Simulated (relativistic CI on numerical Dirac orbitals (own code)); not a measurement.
# Sensitivity of the levels of Co12+ to α and to the nuclear radius

Computed by Dirac-Coulomb-Breit CI, orbitals from a KLI potential per configuration, derivatives by finite differences, unscaled Slater integrals, QED left out (own radial code, finite nucleus).

Configurations in the expansion (outside the closed core [Ne]): 3s²3p³, 3s3p⁴, 3s²3p²3d, 3p⁵, 3s3p³3d, 3p⁴3d, 3s²3p3d², 3s²3d³, 3s3p3d³, 3p³3d², 3p²3d³. Double excitations out of closed p, d and f shells are left out; levels of such configurations are missing from the list, as are those of other unlisted configurations, and high levels can miss mixing partners.

With x = (α/α₀)² − 1 an excitation energy changes as ω = ω₀ + qx; K = 2q/ω₀ is the relative enhancement. Terms are leading LS components, so labels can repeat. The field-shift factor is F = δν/δ⟨r²⟩ for the transition from the lowest level.

Lowest level 3s²3p³ ⁴S°3/2.

```csv
Level,ω₀ (cm⁻¹),q (cm⁻¹),K,F (GHz/fm²)
3s²3p³ ²D°3/2,47451,-4112,-0.173,0.0175
3s²3p³ ²D°5/2,53417,5225,0.196,0.0195
3s²3p³ ²P°1/2,83604,5768,0.138,-0.237
3s²3p³ ²P°3/2,92027,20280,0.441,-0.279
3s3p⁴ ⁴P5/2,311410,15380,0.0988,-16.3
3s3p⁴ ⁴P3/2,323156,27850,0.172,-16.2
3s3p⁴ ⁴P1/2,328402,31940,0.194,-16.2
3s3p⁴ ²D3/2,382775,21070,0.11,-14.1
3s3p⁴ ²D5/2,385443,25990,0.135,-14.3
3s²3p²3d ²P3/2,437899,18400,0.084,-9.24
3s3p⁴ ²P1/2,445431,21300,0.0956,-10.5
3s3p⁴ ²S1/2,469032,34930,0.149,-13.3
3s²3p²3d ⁴F3/2,476032,-489.9,-0.00206,0.531
3s²3p²3d ⁴F5/2,480832,4630,0.0193,0.585
3s²3p²3d ⁴F7/2,487740,12400,0.0508,0.6
3s²3p²3d ⁴F9/2,495974,20290,0.0818,0.578
3s²3p²3d ²F5/2,499209,4380,0.0175,0.619
3s²3p²3d ⁴D1/2,503446,10670,0.0424,0.326
3s²3p²3d ⁴D7/2,504081,10170,0.0403,0.609
3s²3p²3d ⁴D3/2,504593,11170,0.0443,0.425
3s²3p²3d ⁴D5/2,510348,16990,0.0666,0.533
3s²3p²3d ²F7/2,522318,28950,0.111,0.542
3s²3p²3d ²G7/2,554967,15460,0.0557,0.601
```

At this charge energies of transitions that change n are usually good to better than 1 %, and those within a shell (Δn = 0) to a few per cent.
